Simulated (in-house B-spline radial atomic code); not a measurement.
Whole-atom quantities along the 28-electron series, configuration [Ar] 3d10. Breit and QED terms are first order and not part of the total energy; the density at the nucleus is averaged over the nuclear charge. Computed with a B-spline radial code for spherical atoms: Dirac-Hartree-Fock, average of the configuration, finite nuclei.

```json
{"ion": "Cu+", "Z": "29", "E/Z² (Eh)": "-1.9658", "Σ<r²> (bohr²)": "18.598", "n(0)/Z³ (bohr⁻³)": "0.89553", "Lamb diamagnetic shielding (ppm)": "2437.03", "repulsion over attraction": "0.16212", "Breit energy (eV)": "18.383", "self-energy (eV)": "13.545", "vacuum polarisation (eV)": "-1.2111", "Dirac less non-relativistic energy (Eh)": "-14.486"}
{"ion": "Zn2+", "Z": "30", "E/Z² (Eh)": "-1.993", "Σ<r²> (bohr²)": "14.733", "n(0)/Z³ (bohr⁻³)": "0.91298", "Lamb diamagnetic shielding (ppm)": "2550.55", "repulsion over attraction": "0.15983", "Breit energy (eV)": "20.638", "self-energy (eV)": "15.239", "vacuum polarisation (eV)": "-1.3897", "Dirac less non-relativistic energy (Eh)": "-16.748"}
{"ion": "Ga3+", "Z": "31", "E/Z² (Eh)": "-2.0193", "Σ<r²> (bohr²)": "12.253", "n(0)/Z³ (bohr⁻³)": "0.93081", "Lamb diamagnetic shielding (ppm)": "2663.74", "repulsion over attraction": "0.15721", "Breit energy (eV)": "23.083", "self-energy (eV)": "17.077", "vacuum polarisation (eV)": "-1.5877", "Dirac less non-relativistic energy (Eh)": "-19.276"}
{"ion": "Ge4+", "Z": "32", "E/Z² (Eh)": "-2.0448", "Σ<r²> (bohr²)": "10.473", "n(0)/Z³ (bohr⁻³)": "0.9492", "Lamb diamagnetic shielding (ppm)": "2776.88", "repulsion over attraction": "0.15442", "Breit energy (eV)": "25.727", "self-energy (eV)": "19.069", "vacuum polarisation (eV)": "-1.8068", "Dirac less non-relativistic energy (Eh)": "-22.09"}
{"ion": "As5+", "Z": "33", "E/Z² (Eh)": "-2.0693", "Σ<r²> (bohr²)": "9.1158", "n(0)/Z³ (bohr⁻³)": "0.96915", "Lamb diamagnetic shielding (ppm)": "2890.14", "repulsion over attraction": "0.15154", "Breit energy (eV)": "28.577", "self-energy (eV)": "21.22", "vacuum polarisation (eV)": "-2.0483", "Dirac less non-relativistic energy (Eh)": "-25.211"}
{"ion": "Se6+", "Z": "34", "E/Z² (Eh)": "-2.093", "Σ<r²> (bohr²)": "8.0391", "n(0)/Z³ (bohr⁻³)": "0.98957", "Lamb diamagnetic shielding (ppm)": "3003.6", "repulsion over attraction": "0.14864", "Breit energy (eV)": "31.641", "self-energy (eV)": "23.539", "vacuum polarisation (eV)": "-2.314", "Dirac less non-relativistic energy (Eh)": "-28.663"}
{"ion": "Br7+", "Z": "35", "E/Z² (Eh)": "-2.1158", "Σ<r²> (bohr²)": "7.1618", "n(0)/Z³ (bohr⁻³)": "1.0112", "Lamb diamagnetic shielding (ppm)": "3117.35", "repulsion over attraction": "0.14575", "Breit energy (eV)": "34.928", "self-energy (eV)": "26.033", "vacuum polarisation (eV)": "-2.6057", "Dirac less non-relativistic energy (Eh)": "-32.469"}
{"ion": "Kr8+", "Z": "36", "E/Z² (Eh)": "-2.1379", "Σ<r²> (bohr²)": "6.4325", "n(0)/Z³ (bohr⁻³)": "1.0336", "Lamb diamagnetic shielding (ppm)": "3231.43", "repulsion over attraction": "0.14288", "Breit energy (eV)": "38.446", "self-energy (eV)": "28.71", "vacuum polarisation (eV)": "-2.9249", "Dirac less non-relativistic energy (Eh)": "-36.653"}
{"ion": "Rb9+", "Z": "37", "E/Z² (Eh)": "-2.1592", "Σ<r²> (bohr²)": "5.8169", "n(0)/Z³ (bohr⁻³)": "1.0572", "Lamb diamagnetic shielding (ppm)": "3345.89", "repulsion over attraction": "0.14006", "Breit energy (eV)": "42.202", "self-energy (eV)": "31.579", "vacuum polarisation (eV)": "-3.2738", "Dirac less non-relativistic energy (Eh)": "-41.241"}
{"ion": "Sr10+", "Z": "38", "E/Z² (Eh)": "-2.1799", "Σ<r²> (bohr²)": "5.2908", "n(0)/Z³ (bohr⁻³)": "1.0817", "Lamb diamagnetic shielding (ppm)": "3460.77", "repulsion over attraction": "0.1373", "Breit energy (eV)": "46.206", "self-energy (eV)": "34.648", "vacuum polarisation (eV)": "-3.6542", "Dirac less non-relativistic energy (Eh)": "-46.26"}
{"ion": "Zr12+", "Z": "40", "E/Z² (Eh)": "-2.2192", "Σ<r²> (bohr²)": "4.4405", "n(0)/Z³ (bohr⁻³)": "1.1337", "Lamb diamagnetic shielding (ppm)": "3691.87", "repulsion over attraction": "0.13195", "Breit energy (eV)": "54.991", "self-energy (eV)": "41.421", "vacuum polarisation (eV)": "-4.518", "Dirac less non-relativistic energy (Eh)": "-57.703"}
{"ion": "Nb13+", "Z": "41", "E/Z² (Eh)": "-2.2379", "Σ<r²> (bohr²)": "4.0931", "n(0)/Z³ (bohr⁻³)": "1.1605", "Lamb diamagnetic shielding (ppm)": "3808.17", "repulsion over attraction": "0.12938", "Breit energy (eV)": "59.789", "self-energy (eV)": "45.143", "vacuum polarisation (eV)": "-5.0059", "Dirac less non-relativistic energy (Eh)": "-64.186"}
{"ion": "Mo14+", "Z": "42", "E/Z² (Eh)": "?", "Σ<r²> (bohr²)": "?", "n(0)/Z³ (bohr⁻³)": "?", "Lamb diamagnetic shielding (ppm)": "?", "repulsion over attraction": "?", "Breit energy (eV)": "?", "self-energy (eV)": "?", "vacuum polarisation (eV)": "?", "Dirac less non-relativistic energy (Eh)": "?"}
{"ion": "Tc15+", "Z": "43", "E/Z² (Eh)": "?", "Σ<r²> (bohr²)": "?", "n(0)/Z³ (bohr⁻³)": "?", "Lamb diamagnetic shielding (ppm)": "?", "repulsion over attraction": "?", "Breit energy (eV)": "?", "self-energy (eV)": "?", "vacuum polarisation (eV)": "?", "Dirac less non-relativistic energy (Eh)": "?"}
{"ion": "Ru16+", "Z": "44", "E/Z² (Eh)": "?", "Σ<r²> (bohr²)": "?", "n(0)/Z³ (bohr⁻³)": "?", "Lamb diamagnetic shielding (ppm)": "?", "repulsion over attraction": "?", "Breit energy (eV)": "?", "self-energy (eV)": "?", "vacuum polarisation (eV)": "?", "Dirac less non-relativistic energy (Eh)": "?"}
{"ion": "Rh17+", "Z": "45", "E/Z² (Eh)": "-2.3076", "Σ<r²> (bohr²)": "3.0506", "n(0)/Z³ (bohr⁻³)": "1.2803", "Lamb diamagnetic shielding (ppm)": "4278.89", "repulsion over attraction": "0.11978", "Breit energy (eV)": "81.891", "self-energy (eV)": "62.49", "vacuum polarisation (eV)": "-7.3888", "Dirac less non-relativistic energy (Eh)": "-95.932"}
{"ion": "Pd18+", "Z": "46", "E/Z² (Eh)": "-2.3239", "Σ<r²> (bohr²)": "2.8533", "n(0)/Z³ (bohr⁻³)": "1.3135", "Lamb diamagnetic shielding (ppm)": "4398.09", "repulsion over attraction": "0.11754", "Breit energy (eV)": "88.19", "self-energy (eV)": "67.493", "vacuum polarisation (eV)": "-8.1061", "Dirac less non-relativistic energy (Eh)": "-105.49"}
{"ion": "Ag19+", "Z": "47", "E/Z² (Eh)": "-2.3397", "Σ<r²> (bohr²)": "2.6748", "n(0)/Z³ (bohr⁻³)": "1.3492", "Lamb diamagnetic shielding (ppm)": "4517.95", "repulsion over attraction": "0.11537", "Breit energy (eV)": "94.815", "self-energy (eV)": "72.783", "vacuum polarisation (eV)": "-8.8782", "Dirac less non-relativistic energy (Eh)": "-115.78"}
{"ion": "Cd20+", "Z": "48", "E/Z² (Eh)": "-2.3552", "Σ<r²> (bohr²)": "2.5126", "n(0)/Z³ (bohr⁻³)": "1.3842", "Lamb diamagnetic shielding (ppm)": "4638.49", "repulsion over attraction": "0.11326", "Breit energy (eV)": "101.78", "self-energy (eV)": "78.373", "vacuum polarisation (eV)": "-9.7079", "Dirac less non-relativistic energy (Eh)": "-126.82"}
```

Fill in the row of Mo14+.

E/Z² (Eh): -2.2561; Σ<r²> (bohr²): 3.786; n(0)/Z³ (bohr⁻³): 1.1874; Lamb diamagnetic shielding (ppm): 3924.99; repulsion over attraction: 0.12688; Breit energy (eV): 64.869; self-energy (eV): 49.101; vacuum polarisation (eV): -5.5341; Dirac less non-relativistic energy (Eh): -71.216.

Fill in the row of Tc15+.

E/Z² (Eh): -2.2738; Σ<r²> (bohr²): 3.5132; n(0)/Z³ (bohr⁻³): 1.2179; Lamb diamagnetic shielding (ppm): 4042.37; repulsion over attraction: 0.12444; Breit energy (eV): 70.24; self-energy (eV): 53.304; vacuum polarisation (eV): -6.1058; Dirac less non-relativistic energy (Eh): -78.829.

Fill in the row of Ru16+.

E/Z² (Eh): -2.2909; Σ<r²> (bohr²): 3.2694; n(0)/Z³ (bohr⁻³): 1.2475; Lamb diamagnetic shielding (ppm): 4160.32; repulsion over attraction: 0.12208; Breit energy (eV): 75.911; self-energy (eV): 57.764; vacuum polarisation (eV): -6.7229; Dirac less non-relativistic energy (Eh): -87.055.

With what power of Z does the column «Breit energy (eV)» change over this range?

A fit of the logarithm of its size against log Z from Z = 29 to 48 has slope 3.40.
